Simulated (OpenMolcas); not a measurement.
# Lines of Ru²⁺: computed and rescaled rates

```yaml
Program: OpenMolcas
Method: "MS-CASPT2, IPEA 0.25 Eh, imaginary shift 0.1 Eh (closed shells correlated: 4s 4p)"
Basis: ANO-RCC-VQZP [8s7p5d3f2g1h]
Scalar_Hamiltonian: DKH2, point nucleus
Active_space: 6 electrons in 5 orbitals (4d)
State_averaging: 2S+1 = 5 even, 5 roots; 2S+1 = 3 even, 45 roots; 2S+1 = 1 even, 50 roots
Spin-orbit_coupling: state interaction with AMFI integrals over the reference wave functions, term energies averaged over their components
```

Rates come from the transition moments of the reference wave functions (E1 and E2 in the length form). At fixed line strength A goes as λ^-3 for E1 and M1 and as λ^-5 for E2, so a rate at the computed wavelength can be rescaled to the measured one. Measured vacuum wavelengths follow from level energies in Moore, Atomic Energy Levels, vol. III, NSRDS-NBS 35 (1971 reprint of NBS Circular 467, 1958). Branching counts decays inside the model space alone, at computed energies, and the table is only a selection of the M1 lines, drawn from those between levels with measured partners whose computed energy lies within a factor of 1.5 of the measured one.

```tsv
Upper	Lower	Type	λ computed (nm)	λ measured (nm)	A computed (s-1)	A rescaled (s-1)	Branching %
4d⁶ ⁵D₃	4d⁶ ⁵D₄	M1	8537	8630	5.56e-02	5.38e-02	100.0
4d⁶ ⁵D₂	4d⁶ ⁵D₃	M1	14490	14980	2.10e-02	1.90e-02	100.0
4d⁶ ⁵D₁	4d⁶ ⁵D₂	M1	22110	22730	8.62e-03	7.93e-03	100.0
4d⁶ ⁵D₀	4d⁶ ⁵D₁	M1	46090	47690	1.63e-03	1.47e-03	100.0
```

The largest correction is for 4d⁶ ⁵D₀ → 4d⁶ ⁵D₁ (M1): 1.63e-03 × (46090 / 47690)^3 = 1.47e-03 s-1, a factor of 0.90.

The computed rate and branching of 4d⁶ ⁵D₃ → 4d⁶ ⁵D₄ give the upper level a radiative lifetime of 1.000 / 5.56e-02 s-1 = 1.80e+01 s, counting decays inside the model space alone. The rescaled rate gives about 1.9e+01 s.

These are rates of the free ion; in crystals, glasses and complexes forced electric-dipole and non-radiative decay shorten such lifetimes by orders of magnitude. No measured rate stands beside these. Rescaling mends the energy factor alone: line strengths can still be far off where a level mixes with configurations outside the active space, and weak or spin-changing lines hang on small mixing coefficients that depend on the term gaps too, so rescaling need not improve them.

Term energies are means over components that CASPT2 splits; among the terms shown or strongly mixed into the levels shown the widest spread is 26 cm-1 (4d⁶ ⁵D). Levels of configurations with an s electron are missing; early in the row they begin among the upper levels of the d shell and mix with terms of their name. Computed and measured levels are paired by configuration, term and J; levels that our copy of the source lacks, or whose pairing is in doubt (as where it misses far off the trend of its configuration), stay unpaired. Levels of configurations outside the active space are missing.
